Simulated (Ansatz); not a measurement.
Computed with Ansatz on PBE0-D4/def2-TZVP structures; ΔE is electronic, products minus reactants. CCSD(T)/CBS adds triple-zeta CCSD(T) − MP2 to the extrapolated MP2 energy (def2 sets, frozen cores). This one scheme is used for every species. Functionals use def2-TZVPP. B3LYP here is the variant with VWN-RPA as its local correlation; programs differ in this. For Ge outer-core shells are correlated without core-valence functions, which leaves a few kJ/mol of doubt a bond. Scalar relativity is left out up to krypton. One conformer a species, not always the lowest.

Consider the hydrogenolysis of a C–O bond: `O[CH]1[S][GeH2]1` + H₂ → `[CH2]1[S][GeH2]1` + H₂O.

```csv
level,ΔE (kJ/mol),difference from CCSD(T)/CBS
PBE-D4,-100.2,19.7
r2SCAN-D4,-105.5,14.4
PBE0-D4,-111.7,8.2
ωB97X-V,-111.7,8.2
B2PLYP,-115.8,4.1
PBE,-103.6,16.3
B3LYP,-113.2,6.7
HF/def2-TZVPP,-134.1,-14.2
SCS-MP2/def2-TZVPP,-120.0,-0.1
CCSD/def2-TZVPP,-123.8,-3.9
CCSD(T)/def2-TZVPP,-118.3,1.6
HF/def2-QZVPP,-134.6,-14.7
MP2/def2-QZVPP,-121.0,-1.1
HF/CBS(def2),-134.7,-14.8
MP2/CBS(def2),-121.5,-1.6
CCSD/CBS(def2),-125.3,-5.4
CCSD(T)/CBS,-119.9,0
```

Largest T1 diagnostic among the species: 0.013.

The D4 term adds +5.5 kJ/mol with B3LYP and +2.9 kJ/mol with PBE0; it sums over pairs of atoms, weighted by their polarisabilities, and B3LYP, whose exchange is more repulsive, gets the larger term. In def2-TZVPP, CCSD(T) changes the Hartree–Fock value by +15.8 kJ/mol (the triples alone add +5.4 kJ/mol) and MP2 by +14.2 kJ/mol.
